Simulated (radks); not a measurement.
Task: The silicon ion Si6+ is in [He] 2s2 2p4. All-electron calculation, scalar-relativistic Kohn-Sham, BLYP, spin-polarised, spherical densities, finite nucleus; Fermi nuclear charge, rms radius of each element as measured or else 0.836 A^(1/3) + 0.57 fm. Program: a radial shooting solver on a logarithmic mesh with Libxc functionals. Open shells are filled with parallel spins first. One electron is removed from 1s, 2s, 2p in turn, with full relaxation. Which removal costs least, and what does each cost?

Result: 2p 246.24 eV; 2s 285.26 eV; 1s 2018.0 eV. The 2p electron leaves first.
